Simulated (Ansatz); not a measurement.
This geometry of CH7NSn (10 atoms, charge 0, multiplicity 1) is a first-order saddle point.

All numbers below come from Ansatz, RKS B3LYP/def2-SVP.

```xyz
10
Properties=species:S:1:pos:R:3
C -0.742 0.799 -1.048
N -0.577 -0.436 -0.296
Sn 0.834 -0.623 1.193
H -1.695 0.783 -1.609
H -0.804 1.659 -0.361
H 0.062 1.028 -1.780
H -0.615 -1.252 -0.904
H 1.964 -1.864 0.787
H 0.037 -1.045 2.659
H 1.620 0.899 1.362
```

(1) Which two structures does it join? (They come from a converged band through this point; their orientation in space is the band's.)

(2) How far does it lie above each of them?

## Answers

(1) No bond is made or broken. The dihedral C1–N2–Sn3–H8 goes from -180 to -58°. The two ends are copies of one structure, up to a mirror image or an exchange of like atoms.

Image 0:

```xyz
10
Properties=species:S:1:pos:R:3
C -0.926 0.767 -0.903
N -0.311 -0.496 -0.528
Sn 0.929 -0.632 1.110
H -1.719 0.603 -1.656
H -1.419 1.223 -0.028
H -0.237 1.534 -1.320
H 0.063 -0.987 -1.338
H 1.430 -2.274 1.171
H -0.035 -0.200 2.467
H 2.309 0.412 1.028
```

Image 8:

```xyz
10
Properties=species:S:1:pos:R:3
C -0.645 0.734 -1.144
N -0.768 -0.157 -0.001
Sn 0.858 -0.591 1.185
H -1.645 1.010 -1.527
H -0.160 1.677 -0.839
H -0.065 0.338 -2.005
H -1.310 -0.988 -0.231
H 2.188 -1.282 0.315
H 0.282 -1.696 2.368
H 1.348 0.903 1.881
```

(2) 0.048 eV above the first and 0.048 eV above the second. This is the barrier of this one path; another mechanism may lie lower.

Time of the run: 5.7 min on 1 CPU thread of a shared host.
